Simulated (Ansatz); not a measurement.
Start from `CCBSC` and change one atom or group to get `CSBCl`.

Ansatz, PBE0-D4/def2-TZVP geometries, multiplicity 1. Each molecule was computed in one conformer, which needn't be the lowest.

| property | `CCBSC` |
| --- | --- |
| HOMO energy (ωB97M-V/def2-TZVPP) / eV | -9.66 |
| HOMO–LUMO gap (PBE0/def2-TZVPP) / eV | 6.82 |
| HOMO energy (PBE/def2-TZVPP) / eV | -6.36 |
| HOMO–LUMO gap (PBE/def2-TZVPP) / eV | 4.76 |
| HOMO energy (PBE0/def2-TZVPP) / eV | -7.48 |
| LUMO energy (ωB97M-V/def2-TZVPP) / eV | 1.27 |

Task: Give the same properties after the change, and the shifts. (An estimate is asked.)

Result: The calculation gave: 
```csv
property,`CSBCl`,shift
HOMO energy (ωB97M-V/def2-TZVPP) / eV,-9.85,-0.19
HOMO–LUMO gap (PBE0/def2-TZVPP) / eV,6.64,-0.18
HOMO energy (PBE/def2-TZVPP) / eV,-6.56,-0.20
HOMO–LUMO gap (PBE/def2-TZVPP) / eV,4.58,-0.18
HOMO energy (PBE0/def2-TZVPP) / eV,-7.72,-0.24
LUMO energy (ωB97M-V/def2-TZVPP) / eV,0.92,-0.35
```

With PBE0 the HOMO falls by 0.24 eV and the LUMO falls by 0.42 eV, so the gap narrows by about 0.18 eV. PBE moves the HOMO by -0.20 eV and ωB97M-V by -0.19 eV.
